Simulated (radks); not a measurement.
Values are calculated unless marked as measured or tabulated.
Spherical quantum dot in the effective-mass picture: electrons in a parabolic well V = omega^2 r^2 / 2 with omega = 0.242, all in effective atomic units (hartree* = m*/eps^2 hartree, bohr* = eps/m* bohr), one dielectric constant everywhere. Level of theory: non-relativistic Kohn-Sham, exchange-only LDA, spin-polarised, spherical densities (a radial shooting solver with Libxc functionals). Levels are named by radial order and angular momentum (1s, 1p, 1d, 2s, ...), and open shells are averaged over m.

N = 41, configuration 1s2 1p6 1d10 2s2 1f14 2p6 1g(up 1, down 0). This is the lowest configuration that the search found. Occupied and some empty levels:

| level | occupation | eigenvalue (hartree*) | <r> (bohr*) |
|---|---|---|---|
| 1s up | 1 | 6.6996 | 5.717 |
| 1s down | 1 | 6.7018 | 5.658 |
| 1p up | 3 | 6.7388 | 6.444 |
| 1p down | 3 | 6.7419 | 6.410 |
| 1d up | 5 | 6.7937 | 6.957 |
| 1d down | 5 | 6.7974 | 6.937 |
| 2s up | 1 | 6.8405 | 5.246 |
| 2s down | 1 | 6.8421 | 5.270 |
| 1f up | 7 | 6.8614 | 7.361 |
| 1f down | 7 | 6.8655 | 7.350 |
| 2p up | 3 | 6.9234 | 5.968 |
| 2p down | 3 | 6.9253 | 5.975 |
| 1g up | 1 | 6.9403 | 7.699 |
| 1g down | 0 | 6.9447 | 7.694 |
| 2d up | 0 | 7.0152 | 6.539 |
| 2d down | 0 | 7.0174 | 6.539 |
| 1h up | 0 | 7.0294 | 7.994 |
| 1h down | 0 | 7.0339 | 7.993 |
| 3s up | 0 | 7.0438 | 5.803 |
| 3s down | 0 | 7.0455 | 5.811 |

Energy (hartree*): total 170.480, kinetic 6.4262, external 58.969, Hartree 111.82, exchange-correlation -6.7376.
